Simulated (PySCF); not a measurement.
**A survey of ³³S NMR shifts**

Computed data (PySCF): PBE0/pcSseg-1 with gauge-including orbitals, coordinates at the GFN2-xTB level. Non-relativistic Hamiltonian, fast rotation and ring inversion assumed for equivalent nuclei, in vacuum, one conformer.

Shieldings were converted by a linear fit to measured shifts: ³³S: δ = 158.28 − 0.937σ (rms 33.3 ppm, 20 shifts vs sulfate, solution or neat liquid). Occasional misses reach two or three times the rms, and more in compound classes unlike the fitted ones.

Q: Give the ³³S shifts of `CS[Si]([SiH3])([SiH3])C(C)=O`.

A: 
```
                    compound             environment  δ (ppm)
CS[Si]([SiH3])([SiH3])C(C)=O  sulfur bonded to C, Si     -482
```

Q: Match the shifts -291, -337, -452, -502, -576 ppm to `[SiH3]OCC[SiH2]S`, `C[SiH2]CS[SiH2]O`, `CO[SiH2]SC[SiH3]`, `[SiH3]CSCO[SiH3]`, `O=C[C@H](S)C[SiH2][SiH2][SiH3]`.

A: -291: [SiH3]CSCO[SiH3] (sulfide sulfur); -337: O=C[C@H](S)C[SiH2][SiH2][SiH3] (thiol sulfur); -452: CO[SiH2]SC[SiH3] (sulfur bonded to C, Si); -502: C[SiH2]CS[SiH2]O (sulfur bonded to C, Si); -576: [SiH3]OCC[SiH2]S (sulfur bonded to Si, H).
